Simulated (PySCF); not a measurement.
BP86 on K⁻ (potassium, charge -1), [Ar] 4s2, closed-shell 1S. Computed with PySCF 2.14 in dyall-av3z, with scalar relativity by spin-free X2C-1e.

```
cycle= 1 E= -602.322814671177  delta_E= -0.012  |g|= 0.0342  |ddm|= 0.395
cycle= 2 E= -602.321986350925  delta_E= 0.000828  |g|= 0.0442  |ddm|= 0.501
cycle= 3 E= -602.32483851255  delta_E= -0.00285  |g|= 0.00178  |ddm|= 0.313
cycle= 4 E= -602.324841143055  delta_E= -2.63e-06  |g|= 0.000561  |ddm|= 0.0182
cycle= 5 E= -602.324842372262  delta_E= -1.23e-06  |g|= 0.000225  |ddm|= 0.00993
cycle= 6 E= -602.324842634207  delta_E= -2.62e-07  |g|= 4.83e-05  |ddm|= 0.00356
cycle= 7 E= -602.324842647181  delta_E= -1.3e-08  |g|= 5.02e-06  |ddm|= 0.000839
cycle= 8 E= -602.324842647429  delta_E= -2.48e-10  |g|= 8.46e-07  |ddm|= 0.000371
converged SCF energy = -602.324842647429  <S^2> = -1.7763568e-14  2S+1 = 1
```

Highest occupied orbital energy: 0.636 eV; ⟨L²⟩ = 0.00; populations by l: s 8.00, p 12.00, d 0.00, f 0.00.

Can this result be used?

With care. The run converged. At BP86 the highest occupied level has a positive energy, so only the finite basis holds that electron; in a semilocal or global hybrid functional this comes from self-interaction and does not mean that the real anion is unbound.
